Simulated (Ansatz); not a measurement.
Energy needed to pull apart SiClOF (SMILES O=[Si](F)Cl), singlet, into free ground-state atoms, from the structure below (displaced at random from a GFN2-xTB minimum); no zero-point or spin–orbit terms; open-shell atoms are treated unrestricted, in their ground-state multiplicity.

| atom | x (Å) | y (Å) | z (Å) |
| --- | --- | --- | --- |
| O1 | 1.2005 | 0.7649 | 0.9924 |
| Si2 | 0.1147 | 0.0225 | 0.1426 |
| F3 | 0.0723 | -1.5378 | -0.0844 |
| Cl4 | -1.3253 | 0.8233 | -1.0631 |

Program: Ansatz 0.2.0. Basis: def2-TZVPP. Cores are frozen in the correlated methods.

```tsv
method	atomization energy (eV)
PBE-D4	16.91
BLYP-D4	16.49
r2SCAN-D4	16.48
PBE0-D4	?
CAM-B3LYP-D4	?
wB97M-V	16.36
HF	10.56
MP2	16.91
CCSD	15.24
CCSD(T)	15.74
```

(1) What does PBE0-D4 give? (To be estimated.)

(2) What does CAM-B3LYP-D4 give? (Judge from chemistry; the value comes from the calculation.)

The T1 diagnostic stays at or below 0.018.

## Answers

(1) By the calculation: 16.03 eV, which is about 0.28 eV more than CCSD(T)/def2-TZVPP.

(2) The calculation gives: 16.15 eV, which is about 0.41 eV more than CCSD(T)/def2-TZVPP.

In triple zeta the MP2 and coupled-cluster atomization energies are still short of their basis limit by a few kcal/mol a bond, whereas those of the functionals are nearly converged, so these differences are not deviations from converged CCSD(T).

For scale, one of the runs: CCSD(T)/def2-TZVPP forces, 146 basis functions (an equivalent command: `ansatz run in.yaml --threads 4`). Time: 58 s of wall clock on 4 CPU threads; the host was shared. Peak host memory: 1.5 GiB.
